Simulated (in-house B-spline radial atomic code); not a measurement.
RPA and G0W0 on CAM-B3LYP: Te VI (Te5+)

Configuration [Kr] 4d10 5s1, highest spin, mean-field start CAM-B3LYP. Computed with an all-electron radial atomic-structure program (B-spline basis): all electrons, non-relativistic, point nucleus, each spin shell either full or empty, empty states to l = 9 with an (l + 1/2)⁻⁴ tail; G0W0 by contour deformation at full frequency.

Without relativity these are model numbers: it shifts the levels of so heavy an element strongly and can reorder them.

Command:
```bash
python run_gw.py task.json out
```
Settings (radii: box in bohr, nucleus in fm):
```
Z                        52
electrons                47
configuration            [Kr] 4d10 5s1
hamiltonian              nr
method                   camb3lyp
lmax                     9
spin_polarised           True
box_radius               10.43
intervals                52
ion_configuration        [Kr] 4d10
```

Run time, properties included: 8.6 s on 1 thread of Arm Neoverse N1, on a shared host.

Energies (hartree):

| term | value |
| --- | --- |
| mean-field total | -6609.16353 |
| Hartree-Fock functional on these orbitals | -6606.50966 |
| direct second order | -4.0364 |
| second-order exchange | 1.1137 |
| SOSEX correction | 1.0466 |

(1) What is the RPA correlation energy, and what remains with SOSEX?

Quasi-particle levels (eV):

```json
{"level": "5s up", "occupied": "yes", "mean field": "-66.19", "Σx - vxc": "-0.68", "Σc": "?", "QP weight": "?", "G0W0": "?"}
{"level": "4d down", "occupied": "yes", "mean field": "-104.64", "Σx - vxc": "-6.94", "Σc": "0.36", "QP weight": "0.957", "G0W0": "-111.22"}
{"level": "5s down", "occupied": "no", "mean field": "-59.51", "Σx - vxc": "5.55", "Σc": "-2.65", "QP weight": "0.963", "G0W0": "-56.61"}
```

G0W0 = mean field + (Σx - vxc) + Σc, with Σc (partial-wave tail included) taken at the quasi-particle energy. Only the outer levels were computed. Levels of low weight are left out.

(2) Where does G0W0 put 5s up?

(3) What does it cost to remove one electron (to [Kr] 4d10) by differences of total energies, each species on its own start (correlation terms add to the Hartree-Fock functional)?

## Answers

(1) RPA gives -3.604 hartree (-2.09 eV per electron); RPA + SOSEX gives -2.5573, and the second-order doubles -2.9227 hartree (no singles). RPA lacks exchange-type terms and so overcorrelates at short range.

(2) At -68.94 eV, with Σc = -2.06 eV and a quasi-particle weight of 0.975. The tabulated removal energy is 69.1 ± 2 eV (NIST, tabulated theory); the calculation leaves out relativity, Breit and QED terms, and what these don't explain is the method's own error.

(3) CAM-B3LYP 69.02 eV, Hartree-Fock functional 66.65 eV, + RPA 68.64 eV, + RPA + SOSEX 68.01 eV, + second order 68.80 eV. Tabulated: 69.1 ± 2 eV (NIST, tabulated theory); the calculation leaves out relativity, Breit and QED terms, and what these don't explain is the method's own error.
